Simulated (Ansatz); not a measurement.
Species: GaF2, net charge 1, singlet state. It need not be the lowest isomer of its formula. 
Geometry from a B3LYP-D3(BJ)/def2-TZVP (Ansatz, a first-principles code) optimisation:
```
Ga
F 1 1.6703
F 1 1.6703 2 180.00
```
Charge +1, spin multiplicity 1.

Basis-set convergence of Hartree-Fock and MP2 correlation energies (hartree) with Ansatz. Cores are frozen in the correlated levels unless marked. Spin-orbit coupling is left out. The frozen core is the preceding noble-gas configuration, with the filled d and f shells of earlier blocks. Non-relativistic.

```
basis        functions        E(HF)  E(corr, MP2)
-----------  ---------  -----------  ------------
aug-cc-pVDZ         82  -2121.85660      -0.46655
aug-cc-pVTZ        151  -2121.98491      -0.58067
aug-cc-pVQZ        253  -2122.00443      -0.62366
```

Extrapolating the two largest sets (X = 3 and 4) as X^-3: E(corr) = (64·(-0.62366) - 27·(-0.58067))/37 = -0.6550 Eh, an estimate of the basis-set limit. The largest set recovers 95.2 % of it, the smallest 71.2 %.
